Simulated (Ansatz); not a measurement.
Start from `[SiH3][O][Al]([Cl])[Br]` and change one atom or group to get `[OH][Al]([Cl])[O][SiH3]`.

Ansatz, PBE0-D4/def2-TZVP geometries, multiplicity 1. Each molecule was computed in one conformer, which needn't be the lowest.

Scalar relativity is left out up to krypton.

| property | `[SiH3][O][Al]([Cl])[Br]` |
| --- | --- |
| LUMO energy (PBE0/def2-TZVPP) / eV | -1.19 |
| HOMO–LUMO gap (B3LYP/def2-TZVPP) / eV | 7.03 |
| HOMO–LUMO gap (ωB97M-V/def2-TZVPP) / eV | 11.49 |
| HOMO energy (PBE0/def2-TZVPP) / eV | -8.76 |
| HOMO–LUMO gap (PBE0/def2-TZVPP) / eV | 7.57 |
| HOMO energy (PBE/def2-TZVPP) / eV | -7.40 |

**Question.** Give the same properties after the change, and the shifts. (Best estimate.)

**Answer.** The calculation gave: 
```tsv
property	`[OH][Al]([Cl])[O][SiH3]`	shift
LUMO energy (PBE0/def2-TZVPP) / eV	-0.90	0.29
HOMO–LUMO gap (B3LYP/def2-TZVPP) / eV	7.48	0.45
HOMO–LUMO gap (ωB97M-V/def2-TZVPP) / eV	11.91	0.42
HOMO energy (PBE0/def2-TZVPP) / eV	-8.90	-0.14
HOMO–LUMO gap (PBE0/def2-TZVPP) / eV	8.00	0.43
HOMO energy (PBE/def2-TZVPP) / eV	-7.44	-0.04
```

With PBE0 the HOMO falls by 0.14 eV and the LUMO rises by 0.29 eV, so the gap widens by about 0.43 eV. PBE moves the HOMO by -0.04 eV and ωB97M-V by -0.20 eV.

B3LYP here is the variant with VWN-RPA as its local correlation; programs differ in this.

Spin–orbit coupling is left out; it splits and shifts lone-pair levels of the heavy atoms by tenths of an eV.
